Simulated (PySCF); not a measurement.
C6H9FNO (doublet state).
SMILES with atom numbers: `[H]/[N:6]=[C:5](\[C:4]=[CH:3]\[O:2][CH3:1])[CH2:7][CH2:8][F:9]` (hydrogens: H10, H11, H12 on C1; H13 on C3; H14 on N6; H15, H16 on C7; H17, H18 on C8)

Structure used (GFN2-xTB), in Å, numbered top down from 1:
```
atom  x, y, z in Å
C1     2.9911    2.0833   -0.7002
O2     2.4003    0.8903   -0.2438
C3     1.1165    0.6755   -0.6588
C4     0.3673   -0.3142   -0.2873
C5    -0.4769   -1.3622   -0.0450
N6    -0.5121   -2.4711   -0.7265
C7    -1.4865   -1.2286    1.0759
C8    -2.7639   -0.5809    0.5540
F9    -2.5304    0.7252    0.1885
H10    3.9970    2.1008   -0.2850
H11    3.0519    2.1087   -1.7937
H12    2.4405    2.9626   -0.3498
H13    0.7110    1.4249   -1.3432
H14    0.1677   -2.5065   -1.4829
H15   -1.7330   -2.2254    1.4389
H16   -1.0778   -0.6234    1.8857
H17   -3.1306   -1.0996   -0.3369
H18   -3.5406   -0.5530    1.3250
```

The hyperfine couplings belong to this conformer and change with its torsions.

Method used: PySCF 2.14.0, UKS B3LYP, pcH-1 on C F H N O, non-relativistic, mean-field spin-orbit, GIAO. One conformer (not necessarily the lowest) at the GFN2-xTB geometry, without solvent, vibrations or thermal averaging. The geometry wasn't refined by DFT: couplings that depend on bond lengths, twists or pyramidal angles can differ widely from those at the functional's own minimum. No stability test was run, so a lower SCF solution isn't excluded. ⟨S²⟩ is 0.777 where a pure state has 0.75.

**Question.** Break the g tensor into its mass correction, gauge correction and orbital-Zeeman/spin–orbit terms.

**Answer.** 
```tsv
Δg (ppm)	1	2	3
relativistic mass correction	-181	-181	-181
gauge correction	1	43	50
orbital Zeeman/spin–orbit	-138	374	2545
total	-318	236	2414
```

So g = 2.00200, 2.00256, 2.00473 and g_iso = 2.00310; the tensor is rhombic: the two nearest values differ by 20 % of g3 − g1. 

**Question.** Average each term over the three axes. Which is largest in size?

**Answer.** The orbital-Zeeman/spin–orbit term 927, the mass correction -181 and the gauge correction 31 ppm, for a total of 777 ppm. The orbital-Zeeman/spin–orbit term is the largest in size. The mass correction is the same along every axis, so the anisotropy comes from the other two: their spans along these axes are 49 (gauge) and 2684 ppm (orbital Zeeman/spin–orbit).

**Question.** At 93.792 GHz, how far is the centre of the isotropic spectrum from where a free electron (g = 2.002319) resonates?

**Answer.** B = hν/(g μB) with μB/h = 13.99624 MHz/mT gives 3346.73 mT for the free electron and 3345.43 mT at g_iso, 1.30 mT lower.

**Question.** In a frozen sample, at which fields do the three g values resonate at 9.5, 34, 94 and 263 GHz (hyperfine left aside), and which band first spreads them over more than twice a line width of 0.3 mT?

**Answer.** 
```tsv
band	GHz	B(g3) mT	B(g2) mT	B(g1) mT	spread mT
X	9.5	338.58	338.94	339.04	0.46
Q	34.0	1211.74	1213.06	1213.40	1.65
W	94.0	3350.11	3353.76	3354.69	4.57
J	263.0	9373.19	9383.39	9385.99	12.79
```

The spread grows in proportion to the frequency. Q band is the first where it exceeds 0.6 mT.

The largest Mulliken spin populations are on C4 (+0.74), N6 (+0.52), C5 (-0.21) and C3 (-0.10).

The HOMO–LUMO gaps are 6.52 eV among the α and 3.36 eV among the β orbitals.
